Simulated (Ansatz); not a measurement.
Geometry optimisation, RKS PBE0/def2-SVP (Ansatz).

Input:

```yaml
crystal:
  periodic: [false, false, false]
  atoms:
    - { symbol: Al, position_ang: [0.0, 0.0, 0.0] }
    - { symbol: O, position_ang: [0.0, 0.0, 2.13] }
    - { symbol: H, position_ang: [-0.9095, -0.2814, 2.4671] }
    - { symbol: F, position_ang: [1.4635, 0.0, -0.845] }
    - { symbol: H, position_ang: [-1.351, 0.0, -0.78] }
    - { symbol: F, position_ang: [0.0892, 1.8864, 0.6275] }
    - { symbol: H, position_ang: [0.0593, 1.2535, 1.7062] }
basis:
  gaussian: { orbitals: def2-SVP }
hamiltonian:
  xc: pbe0
relax:
  f_tol: 0.15
  max_steps: 25
  restrain:
    - { distance: [0, 5], at: 2.89, k: 30.0 }
    - { distance: [6, 1], at: 2.21, k: 30.0 }
    - { distance: [0, 1], at: 1.78, k: 30.0 }
    - { distance: [6, 5], at: 0.92, k: 30.0 }
```

Command:

```bash
$ ansatz run input.yaml --threads 1 --pin off --max-ram 2048MiB --backend cpu --events-out ev --progress --plain --runs-dir out
```

Where does it end, and by what steps?

The run converged. The restraints hold the end off the free minimum. After 6 steps the energy has fallen by 0.275 eV (the restraints' own energy left out); H7 moved furthest, 0.69 Å. Parted: Al1–F6 (1.99 → 2.88 Å). Joined: F6–H7 (1.25 → 0.93 Å).

```csv
step,energy less start (eV),largest force component (eV/Å),accepted
0,0.0000,2.839,yes
1,0.2165,2.635,yes
2,0.1446,2.045,yes
3,-0.0289,1.439,yes
4,-0.1545,0.922,yes
5,-0.2085,1.328,yes
6,-0.2750,1.052,yes
```

```xyz
7
Properties=species:S:1:pos:R:3
Al -0.072 -0.244 0.022
O -0.032 -0.270 1.776
H -0.828 -0.421 2.288
F 1.416 -0.300 -0.707
H -1.407 -0.286 -0.802
F 0.057 2.460 0.997
H 0.218 1.920 1.732
```

The run took 15 s on 1 thread of Arm Neoverse V2, with other jobs on the host, peak memory 0.16 GiB.
